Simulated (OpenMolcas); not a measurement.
## S VI: effect of the active space

```yaml
Program: OpenMolcas
Method: SS-CASPT2, IPEA 0.25 Eh, imaginary shift 0.1 Eh
Basis: ANO-R1
Scalar_Hamiltonian: X2C, finite nucleus
Spin-orbit_coupling: RASSI with atomic mean-field integrals over the reference wave functions, term energies averaged over their components
```

A. 1 electron in 4 orbitals (3s 3p); 2S+1 = 2 even, 1 root; 2S+1 = 2 odd, 3 roots; closed shells correlated: 2s 2p; CASPT2 step roughly 0.4 core-seconds
B. 1 electron in 8 orbitals (3s 3p 4s 4p); 2S+1 = 2 even, 1 root; 2S+1 = 2 odd, 3 roots; closed shells correlated: 2s 2p; CASPT2 step roughly 0.7 core-seconds

Energies in cm-1 above 3s 2S 1/2, the measured ground level; measured values from NIST levels in Podobedova, Kelleher and Wiese, J. Phys. Chem. Ref. Data 38, 171 (2009).

```json
{"Level": "3s 2S 1/2", "A": "0.0", "B": "0.0", "Measured": "0.0"}
{"Level": "3p 2P* 1/2", "A": "95559", "B": "95559", "Measured": "105874"}
{"Level": "3p 2P* 3/2", "A": "96653", "B": "96652", "Measured": "107138"}
```

Deviations, from unrounded energies. A percentage is the sum of absolute deviations over the sum of measured energies, with the sign that they share, or ± where signs differ.

```csv
Against measurement,Levels,A,B
mean absolute deviation (cm-1),2,10000,10000
other configurations (%),2,-9.8,-9.8
```

A, B lie about equally close to measurement. The largest miss of A in the table is 3p 2P* 3/2, by -10000 cm-1. The ranking rests on the paired levels alone, and a cruder setting can come out closer through cancelling errors.

Between A and B no level of the table moves by more than 5 cm-1.

With one active electron, CASPT2 adds the correlation within the correlated inactive shells and between them and that electron, and leaves the splitting within a term as the reference gives it. The basis is small and was not contracted for so high a charge. With one active electron outside closed inactive shells, the extra shells (4p 4s) add no correlation to the reference (holds for B). Computed and measured levels are paired by configuration, term and J; levels that our copy of the source lacks, or whose pairing is in doubt (as where it misses far off the trend of its configuration), stay unpaired and out of the deviations. Levels of configurations outside the active space are missing.

* marks odd parity.
